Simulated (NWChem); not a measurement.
tetrafluoroborate (BF₄ anion); SMILES F[B-](F)(F)F

Program: NWChem. Pople sets run with spherical d functions. Sets without diffuse functions describe the anion's extra electron poorly. Geometry: optimised at B3LYP/def2-SVPD.

For level Hartree-Fock/6-311++G**:

```
Item                         Result
---------------------------  ------
highest occupied level (eV)  -10.44
orbital gap (eV)              16.41
```

### Question
What are these values for level Hartree-Fock/6-31G*?

### Answer
The highest occupied level (eV) is -9.63 and the orbital gap (eV) is 26.73.
